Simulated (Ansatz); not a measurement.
Frontier orbitals of `[NH2][InH][Cl]`.

```tsv
atom	x (Å)	y (Å)	z (Å)
N1	0.888	0.708	0.230
In2	-0.431	-0.696	-0.291
Cl3	-2.326	-0.512	1.066
H4	1.635	0.984	-0.387
H5	0.567	1.489	0.781
H6	-0.332	-1.973	-1.398
```

Total charge 0; spin multiplicity 1. Correlated methods include outer-core shells of In, which these sets cover unevenly. In: def2 effective core potential. The geometry is a stationary point of PBE0-D4/def2-TZVP. It is one conformer, not always the lowest. Basis def2-TZVPP, the Gaussian-basis code of Ansatz.

```csv
functional,HOMO (eV),LUMO (eV),gap (eV)
LDA (SPW92),-6.37,-2.19,4.18
PBE,-6.16,-1.93,4.23
r2SCAN,-6.44,-1.67,4.77
B97M-V,-6.49,-1.91,4.58
PBE0,-7.50,-1.22,6.28
ωB97M-V,-9.85,0.27,10.12
```

Against PBE, PBE0 changes HOMO and LUMO by −1.34 and +0.72 eV, ωB97M-V by −3.69 and +2.20 eV. A gap of 4.23 eV thus becomes 10.12 eV for the same molecule, so an orbital gap means little without its functional. A positive LUMO is unbound and depends on the basis.
